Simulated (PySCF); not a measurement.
# Bonding in `FCc1ccc(=S)oc1`

Compound: C₆H₅FOS.
Numbering: `[F:1][CH2:2][c:3]1[cH:4][cH:5][c:6](=[S:7])[o:8][cH:9]1` (hydrogens: H10, H11 on C2; H12 on C4; H13 on C5; H14 on C9)

Structure used (GFN2-xTB), in Å, numbered top down from 1:
```
atom  x, y, z in Å
F1    -2.6662    0.5900   -0.8054
C2    -2.0794    0.1947    0.3723
C3    -0.6141   -0.0469    0.1672
C4     0.2091    0.9772   -0.4066
C5     1.5287    0.7395   -0.5887
C6     2.1040   -0.5103   -0.2047
S7     3.6916   -0.8792   -0.3616
O8     1.2796   -1.4582    0.3296
C9    -0.0196   -1.2191    0.4873
H10   -2.5959   -0.7117    0.7009
H11   -2.2480    1.0076    1.0891
H12   -0.2441    1.9129   -0.6951
H13    2.1957    1.4677   -1.0198
H14   -0.5421   -2.0647    0.9132
```

Bond orders from the PBE0/pcSseg-1 density (PySCF). Geometry: GFN2-xTB, one conformer, isolated molecule.

Q: Where do the orders between heavy atoms depart from those drawn in the SMILES?

A: The largest departure is 0.528, at C6–O8 (drawn aromatic, 0.972), counting aromatic bonds as 1.5. Drawn double or triple, more than 0.30 short of the drawn order: C6–S7 (1.669). The bonds drawn aromatic range from 0.97 to 1.63.

Q: Give the Mayer order of every bond, beside its length.

A: 
| bond | drawn as | length (Å) | Mayer order |
| --- | --- | --- | --- |
| F1–C2 | single | 1.374 | 0.908 |
| C2–C3 | single | 1.499 | 1.048 |
| C3–C4 | aromatic | 1.434 | 1.130 |
| C4–C5 | aromatic | 1.353 | 1.614 |
| C5–C6 | aromatic | 1.428 | 1.133 |
| C6–S7 | double | 1.637 | 1.669 |
| C6–O8 | aromatic | 1.365 | 0.972 |
| O8–C9 | aromatic | 1.330 | 1.076 |
| C9–C3 | aromatic | 1.353 | 1.630 |
| C2–H10 | single | 1.094 | 0.948 |
| C2–H11 | single | 1.097 | 0.930 |
| C4–H12 | single | 1.079 | 0.972 |
| C5–H13 | single | 1.078 | 0.959 |
| C9–H14 | single | 1.081 | 0.979 |

By pair of heavy elements: C–C: lowest C2–C3 (1.048, 1.499 Å), highest C9–C3 (1.630, 1.353 Å). C–O: lowest C6–O8 (0.972, 1.365 Å), highest O8–C9 (1.076, 1.330 Å).

Q: Sum the orders of all bonds at each heavy atom with more than one neighbour and set the sums beside the valence in the SMILES.

A: C2 3.834 (drawn 4), C3 3.808 (drawn 4), C4 3.716 (drawn 4), C5 3.706 (drawn 4), C6 3.774 (drawn 4), O8 2.048 (drawn 2), C9 3.685 (drawn 4). Orders between atoms that aren't bonded are not in these sums.

The Mayer order sums products of elements of PS (density times overlap matrix) between the two atoms' basis functions, so it depends on the basis set.
